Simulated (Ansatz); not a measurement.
Isolated molecules relaxed with PBE0-D4/def2-TZVP in Ansatz; ΔE leaves out vibrations. CCSD(T)/CBS adds triple-zeta CCSD(T) − MP2 to the extrapolated MP2 energy (def2 sets, frozen cores). DFT in def2-TZVPP. B3LYP here is the variant with VWN-RPA as its local correlation; programs differ in this. For Ge, Se outer-core shells are correlated without core-valence functions, which leaves a few kJ/mol of doubt a bond. Scalar relativity is left out up to krypton. One conformer a species, not always the lowest.

Consider the formal exchange of groups at the Se–Ge bond: `[CH3][GeH]([F])[SeH]` + `CC(O)F` → `CC(O)(F)[SeH]` + `[CH3][GeH2][F]`.

```tsv
level	ΔE (kJ/mol)
r2SCAN-D4	110.1
B3LYP-D4	112.6
PBE	109.3
MP2/def2-TZVPP	113.3
CCSD/def2-TZVPP	114.7
MP2/def2-QZVPP	113.9
SCS-MP2/def2-QZVPP	113.1
MP2/CBS(def2)	114.6
```

(1) What does CCSD(T)/CBS give? (An estimate is asked.)

Largest T1 diagnostic among the species: 0.011.

Results:

(1) Ansatz gave: +112.7 kJ/mol. The listed levels differ from it by -2.6, -0.1, -3.4, 0.6, 2.0, 1.2, 0.4, 1.9 kJ/mol.

In def2-TZVPP, CCSD(T) changes the Hartree–Fock value by −16.9 kJ/mol (the triples alone add −3.3 kJ/mol) and MP2 by −15.0 kJ/mol. From PBE to PBE0 (25 % exact exchange), in def2-TZVPP and without D4, ΔE moves by +6.0 kJ/mol.
